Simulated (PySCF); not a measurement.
Task: Give a PBE0-D3(BJ)/def2-SVP geometry of InChI=1S/C3H9As/c1-4(2)3/h1-3H3.

Result: 
```
atom  x, y, z in Å
C1    -0.4056    1.6280    0.3677
As2   -0.1726   -0.1874    1.0860
C3     1.6012   -0.5281    0.3090
C4    -1.2211   -1.1255   -0.2876
H5    -0.1626    1.6733   -0.7050
H6     0.2452    2.3257    0.9148
H7    -1.4481    1.9470    0.5142
H8     1.6214   -0.3031   -0.7684
H9     1.8721   -1.5830    0.4621
H10    2.3496    0.0946    0.8209
H11   -0.9420   -0.8011   -1.3018
H12   -1.0543   -2.2090   -0.1976
H13   -2.2918   -0.9304   -0.1285
```

Orientation and origin are arbitrary. Atoms count from 1 in this order. As2 (arsenic bonded to 3 C) is pyramidal (angles 97.0°, 97.0° and 97.0°, sum 291.1°, 0.99 Å off the plane of its three neighbours). All 3 As–C bonds measure 1.966 Å.

Bonds between heavy atoms (Å): C1–As2 1.966, As2–C3 1.966, As2–C4 1.966.

Level of theory: PBE0-D3(BJ)/def2-SVP geometry optimisation, gas phase in PySCF 2.14.0.

No PBE0-D3(BJ)/def2-SVP frequencies stand behind this structure, so it isn't proved a minimum.

Time: 28 s of wall time. Hardware: one thread of an x86-64 server, shared host. That covers the optimisation of the geometry.
